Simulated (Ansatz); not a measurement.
A nudged elastic band was laid between two geometries of C₂H₆F₂SSi (12 atoms, charge 0, multiplicity 1).

Theory: RKS r2SCAN/def2-SVP (Ansatz).

* movable images: 7
* climbing image: yes
* spring: 5.0 eV/Å²
* optimiser: quadratic models (default)
* start path: IDPP
* force threshold: 0.05 eV/Å
* iteration limit: 57
* end points: relaxed

First end point:

```xyz
12
Properties=species:S:1:pos:R:3
C 0.168 -1.844 -0.122
Si 0.656 -0.098 0.260
F 1.622 0.461 -0.938
C -0.873 1.029 0.242
F -1.717 0.604 -0.789
S -0.425 2.776 0.096
H -0.455 -1.860 -1.030
H -0.427 -2.269 0.703
H 1.043 -2.493 -0.281
H 1.389 0.070 1.543
H -1.441 0.970 1.189
H 0.538 2.599 -0.839
```

Last end point:

```xyz
12
Properties=species:S:1:pos:R:3
C 0.053 -1.853 0.081
Si 0.539 -0.104 0.454
F 1.863 0.281 -0.428
C -0.820 1.091 -0.124
F -1.349 0.607 -1.324
S -0.213 2.789 -0.267
H -0.803 -2.159 0.704
H 0.878 -2.558 0.264
H -0.253 -1.930 -0.974
H 0.860 0.153 1.883
H -1.649 1.157 0.606
H 0.971 2.470 -0.843
```

Question: What changes between the two ends?

Answer: No bond is made or broken. The dihedral H9–C1–Si2–F3 goes from 55 to -65°. The two ends are copies of one structure, up to a mirror image or an exchange of like atoms.

Question: Give the energies along the band, and the barrier.

Answer: It converged. The highest image is number 4 of 0 to 8, 0.055 eV above the ends, which have the same energy within 2 meV. A vibrational analysis at the climbing image gives one clearly imaginary mode, 139i cm⁻¹: a first-order saddle point.

```
image  path coordinate (Å)  energy (eV)  dihedral H9–C1–Si2–F3 (°)
    0                 0.00        0.000                         55
    1                 0.43        0.008                         41
    2                 0.86        0.027                         26
    3                 1.29        0.047                         10
    4                 1.72        0.055                         -5
    5                 2.15        0.046                        -20
    6                 2.58        0.027                        -35
    7                 3.01        0.008                        -50
    8                 3.44        0.000                        -65
```

Question: What is the geometry of the highest image?

Answer: 
```xyz
12
Properties=species:S:1:pos:R:3:forces:R:3
C 0.063 -1.862 0.024 0.01 -0.04 0.02
Si 0.551 -0.112 0.428 0.03 0.03 -0.04
F 1.833 0.312 -0.501 -0.02 -0.01 0.03
C -0.834 1.098 -0.046 0.02 -0.01 0.02
F -1.426 0.645 -1.230 -0.01 0.00 -0.01
S -0.235 2.799 -0.171 -0.01 0.00 -0.01
H -0.993 -1.907 -0.287 0.00 0.00 0.00
H 0.214 -2.542 0.876 -0.02 0.00 -0.02
H 0.672 -2.232 -0.816 0.00 0.01 -0.01
H 0.937 0.109 1.847 0.00 0.01 0.00
H -1.623 1.139 0.728 0.00 0.01 0.00
H 0.917 2.500 -0.817 0.00 0.00 0.00
```

Question: What are the harmonic wavenumbers there?

Answer: 139i, 64, 134, 163, 226, 288, 342, 381, 438, 584, 691, 713, 747, 785, 824, 879, 924, 933, 1006, 1190, 1258, 1304, 1421, 1428, 2255, 2674, 3043, 3044, 3149, 3155 cm⁻¹.

Time of the run: 85 s on 2 threads of Intel(R) Xeon(R) Platinum 8488C (Sapphire Rapids), with other jobs on the host, peak memory 0.21 GiB.
